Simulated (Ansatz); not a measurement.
Conformers of H₈N₂OSi₂, SMILES `N[SiH2][SiH](N)O`, each relaxed with PBE0-D4/def2-TZVP in Ansatz. CBS adds the triple-zeta coupled-cluster correction to the MP2 limit.

Not all of them had a frequency check.

Conformer A:

Cartesian coordinates in Å:
```
N 2.161 0.825 -0.618
Si 1.082 -0.508 -0.767
Si -0.984 0.216 0.052
N -1.893 -1.127 0.590
O -0.520 1.322 1.204
H 2.027 1.447 0.164
H 3.132 0.753 -0.872
H 1.478 -1.744 -0.012
H 1.001 -0.929 -2.194
H -1.883 0.895 -0.924
H -2.899 -1.135 0.607
H -1.496 -1.864 1.149
H -1.206 1.848 1.619
```

Conformer B:

```xyz
13

N     0.549   -0.051   -1.919
Si   -0.403   -1.057   -0.866
Si   -0.454    0.025    1.225
N    -0.105    1.638    0.779
O     0.593   -0.582    2.354
H     1.518    0.105   -1.685
H     0.461   -0.190   -2.915
H    -1.762   -1.110   -1.474
H     0.069   -2.474   -0.754
H    -1.755   -0.125    1.927
H    -0.263    2.444    1.361
H     0.025    1.868   -0.193
H     1.527   -0.492    2.160
```

(1) Which is lowest in electronic energy at CCSD(T)/CBS (frozen core, def2 sets), and by how much? (Best estimate.)

(2) Give the energies relative to A (kJ/mol) with PBE-D4/def2-TZVPP, B3LYP-D4/def2-TZVPP, ωB97X-V/def2-TZVPP, B2PLYP/def2-TZVPP, r2SCAN/def2-TZVPP, MP2/def2-TZVPP, CCSD(T)/def2-TZVPP. (Estimate.)

Results:

(1) Ansatz gave: A; B lies 4.9 kJ/mol higher.

(2) Computed: 
```tsv
level	B
PBE-D4/def2-TZVPP	3.3
B3LYP-D4/def2-TZVPP	5.1
ωB97X-V/def2-TZVPP	5.4
B2PLYP/def2-TZVPP	5.5
r2SCAN/def2-TZVPP	4.2
MP2/def2-TZVPP	5.0
CCSD(T)/def2-TZVPP	4.6
```

B3LYP here is the variant with VWN-RPA as its local correlation; programs differ in this.
